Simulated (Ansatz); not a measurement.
Cost and result for the atomization energy of F$_{3}$GaH$_{3}$P (8 atoms, 6 bonds).

```xyz
8

F     2.487   -1.405    1.064
P     1.760   -0.180    0.410
F     0.271   -0.730    0.630
F     1.901   -0.622   -1.085
Ga   -1.593    0.705   -0.240
H    -2.230    0.953    1.170
H    -0.434    1.655   -0.732
H    -2.163   -0.376   -1.217
```

The species carries charge 0 and has multiplicity 1. Correlated methods include outer-core shells of Ga, which these sets cover unevenly. Scalar relativity is left out up to krypton. The bonds changed during the relaxation, so this is another structure than the one it started from. The geometry is a stationary point of PBE0-D4/def2-TZVP. Program: Ansatz. All runs use 4 threads of an Arm Neoverse V1 on a shared host. Times are those of one run each, without the atoms' runs, and a repeat can differ threefold. Electronic energies, without spin–orbit coupling; frozen cores. CCSD(T)/CBS adds CCSD(T) − MP2 in def2-TZVPP to the MP2 limit, and its time is that of the two runs behind it. T1 = 0.014. With those shells the extrapolation isn't a true limit. B3LYP takes the VWN-RPA correlation (the form of Gaussian; ORCA's B3LYP/G). HSE06 is the plane-wave form, built on full-range PBE exchange.

CCSD(T)/CBS is a level of theory with its own doubt, some kJ/mol a heavy atom from the limit and from the frozen cores, so smaller differences don't rank the functionals.

| level | functions | wall time |
| --- | --- | --- |
| PBE-D4/def2-TZVPP (with forces) | 225 | 2.2 s |
| BHLYP-D4/def2-TZVPP | 225 | 2.8 s |
| HSE06-D4/def2-TZVPP | 225 | 3.2 s |
| r2SCAN-D4/def2-TZVPP (with forces) | 225 | 4.1 s |
| B3LYP-D4/def2-TZVPP (with forces) | 225 | 4.2 s |
| r2SCANh-D4/def2-TZVPP | 225 | 4.4 s |
| PBE-QIDH/def2-TZVPP | 225 | 4.9 s |
| B97M-V/def2-TZVPP | 225 | 7 s |
| CCSD(T)/def2-SVP | 107 | 7 s |
| ωB97X-V/def2-TZVPP | 225 | 7.5 s |
| MP2/def2-QZVPP | 420 | 17 s |
| CCSD(T)/def2-TZVPP | 225 | 2.8 min |
| CCSD(T)/CBS(def2) | – | 3.1 min |

What atomization energy does each give, and how far from CCSD(T)/CBS? (Estimate.)

The calculation gave: 
| level | atomization (kcal/mol) | difference from CCSD(T)/CBS | per bond |
| --- | --- | --- | --- |
| PBE-D4/def2-TZVPP (with forces) | 570.5 | 4.0 | 0.7 |
| BHLYP-D4/def2-TZVPP | 536.3 | -30.2 | -5.0 |
| HSE06-D4/def2-TZVPP | 552.2 | -14.3 | -2.4 |
| r2SCAN-D4/def2-TZVPP (with forces) | 564.3 | -2.2 | -0.4 |
| B3LYP-D4/def2-TZVPP (with forces) | 559.6 | -6.9 | -1.1 |
| r2SCANh-D4/def2-TZVPP | 557.1 | -9.4 | -1.6 |
| PBE-QIDH/def2-TZVPP | 550.7 | -15.8 | -2.6 |
| B97M-V/def2-TZVPP | 571.1 | 4.6 | 0.8 |
| CCSD(T)/def2-SVP | 504.9 | -61.6 | -10.3 |
| ωB97X-V/def2-TZVPP | 570.3 | 3.8 | 0.6 |
| MP2/def2-QZVPP | 574.7 | 8.2 | 1.4 |
| CCSD(T)/def2-TZVPP | 548.6 | -17.9 | -3.0 |
| CCSD(T)/CBS(def2) | 566.5 | 0.0 | 0.0 |

From PBE to PBE0 (25 % exact exchange), in def2-TZVPP and without D4, the atomization energy moves by −18.0 kcal/mol: exact exchange takes away binding that semilocal exchange gives to molecules. In def2-TZVPP, CCSD(T) changes the Hartree–Fock value by +163.6 kcal/mol (the triples alone add +9.8 kcal/mol) and MP2 by +178.4 kcal/mol; breaking electron pairs costs correlation energy, which Hartree–Fock lacks. The D4 term adds +6.1 kcal/mol with B3LYP and +3.2 kcal/mol with PBE0; it sums over pairs of atoms, weighted by their polarisabilities, and B3LYP, whose exchange is more repulsive, gets the larger term.
